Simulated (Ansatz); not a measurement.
Ansatz results at the PBE0-D4/def2-TZVP geometry: LUMO energy (ωB97M-V/def2-TZVPP) 0.92 eV; HOMO–LUMO gap (ωB97M-V/def2-TZVPP) 10.27 eV; size of the dipole moment (ωB97M-V/def2-TZVPP) 1.69 D.

Each molecule was computed in one conformer, which needn't be the lowest.

(1) Which molecule gave them?
A. `O=C1C[SiH]1[SiH2]O`
B. `[SiH3][NH][AlH][SeH]`
C. `[NH2][GaH][CH2]F`
D. `NC[O][SbH2]`

Answers

(1) B. The others give `[NH2][GaH][CH2]F`: 1.10, 10.97, 2.49; `NC[O][SbH2]`: 1.08, 9.93, 2.60; `O=C1C[SiH]1[SiH2]O`: 0.60, 9.00, 3.74.
